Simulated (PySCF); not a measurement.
Computed structure and properties of [EuI3(H2O)]−

System: [EuI3(H2O)]− (singlet in the valence; each metal's 4f electrons, 7 of them, lie in its core potential, out of spins and levels); start: template (Cs). Method: PySCF 2.14.0, RKS PBE0, Eu lcecp-0-SVP with ECP53, I def2-SVP with ECP28, O def2-SVP, H def2-SVP; non-relativistic Hamiltonian with scalar-relativistic core potentials where named; density fitting; no spin-orbit coupling.

Input of the relaxation:

```python
mol = gto.M(atom='''
Eu    -0.36455     0.36455    -0.36455
I      1.44225     2.17135     1.44225
I     -2.17135    -1.44225     1.44225
I      1.44225    -1.44225    -2.17135
O     -1.89165     1.89165    -1.89165
H     -2.23225     2.77675    -1.68785
H     -2.23225     1.68785    -2.77675''',
    basis={'Eu': 'lcecp-0-SVP', 'I': 'def2-SVP', 'O': 'def2-SVP', 'H': 'def2-SVP'},
    ecp={'Eu': 'lcecp-0-SVP', 'I': 'def2-SVP'},
    charge=-1, spin=0)
mf = dft.RKS(mol, xc='PBE0')
mf.grids.atom_grid = (50, 194)  # f atoms: unpruned, at least (60, 302)
mf = mf.density_fit()  # fitting sets: Eu AutoAux, I def2-universal-JKFIT, O def2-universal-JKFIT, H def2-universal-JKFIT
mf.conv_tol = 1e-08; mf.max_cycle = 55
mf.kernel(dm0)  # dm0: converged density of the start geometry
# quasi-Newton relaxation in Cartesian coordinates to a largest gradient under 0.00045 Eh/bohr, steps kept in the point group
```

Run from Python with OMP_NUM_THREADS=4; the lines above give its settings. Where DIIS fails, smearing, a level shift and second-order steps follow.
It took 6.8 min on 4 threads of AMD EPYC (Zen 3), with other jobs on the host, from the converged density of the start.

Course of the relaxation:

| step | energy above end (eV) | largest force component within the symmetry (eV/Å) |
| --- | --- | --- |
| 0 | 0.5362 | 0.288 |
| 1 | 0.4716 | 0.193 |
| 2 | 0.3318 | 0.214 |
| 3 | 0.2810 | 0.162 |
| 4 | 0.2589 | 0.117 |
| 5 | 0.2388 | 0.128 |
| 6 | 0.2193 | 0.100 |
| 7 | 0.2141 | 0.147 |
| 20 | 0.0036 | 0.148 |
| 21 | 0.0013 | 0.070 |
| 22 | 0.0008 | 0.058 |
| 23 | 0.0004 | 0.041 |
| 24 | 0.0000 | 0.022 |
| 25 | 0.0000 | 0.019 |
(The steps between are left out.)

Relaxed geometry (Cs):

```xyz
7

Eu   -0.7276    0.0655   -0.0655
I     0.4795    2.8697    0.8381
I    -2.3548   -1.8274    1.8274
I     0.4795   -0.8381   -2.8697
O    -1.6296    1.7660   -1.7660
H    -1.1272    2.5346   -1.4373
H    -1.1272    1.4373   -2.5346
```

| contact | Å |
| --- | --- |
| Eu1–I2 (I) | 3.184 |
| Eu1–I3 (I) | 3.133 |
| Eu1–I4 (I) | 3.184 |
| Eu1–O5 (H2O) | 2.568 |

On the finer grid (75, 302):

The HOMO is not given (4f levels lie in the core). The LUMO is not given (4f levels lie in the core). The dipole about the centre of mass is 1.75 D. The set of Mulliken populations of Eu1 outside the core potential is s 2.26, p 6.29, d 0.84, f 0.02 and the D3(BJ) dispersion energy (not in the energies) is -0.235 eV.

```tsv
atom	Mulliken (e)	Löwdin (e)	spin (e)
Eu1	0.59	-0.29	0.00
I2	-0.58	-0.28	0.00
I3	-0.55	-0.26	0.00
I4	-0.58	-0.28	0.00
O5	-0.31	-0.07	0.00
H6	0.21	0.09	0.00
H7	0.21	0.09	0.00
```

The 4f levels lie in the core potential and are missing. Their spin isn't counted.

On the grid (50, 194), as all that follows. Harmonic modes: a minimum within the noise of the softest modes; lowest 26 cm⁻¹ (negative: unstable), highest 3741 cm⁻¹, zero-point energy 0.712 eV.

Taking off one I (charge -1, singlet; the rest: singlet) in vacuum, both parts rigid, costs 3.03 eV; the small basis without counterpoise inflates it.

Rigid scan of I along the line from its metal, all other atoms held (where the atom bridges, its other bond changes as well):

(distance to I2 (Å), energy (eV)): (2.88, 0.230), (2.98, 0.090), (3.08, 0.020), (3.18, 0.000), (3.28, 0.017), (3.38, 0.061), (3.58, 0.199), (3.88, 0.466), (4.28, 0.840), (4.78, 1.259)

Taking off one H2O (charge 0, singlet; the rest: singlet) in vacuum, both parts rigid, costs 1.11 eV; the small basis without counterpoise inflates it.

Rigid scan of H2O along the line from its metal, all other atoms held (where the atom bridges, its other bond changes as well):

```tsv
distance to O5 (Å)	energy (eV)
2.27	0.278
2.37	0.107
2.47	0.024
2.57	0.000
2.67	0.015
2.77	0.054
2.97	0.171
3.27	0.365
3.67	0.582
4.17	0.769
```

One start shape was tried, so this needn't be the lowest isomer.

An lcecp potential fixes the number of 4f electrons, so in runs with it no electron can move into or out of that shell.
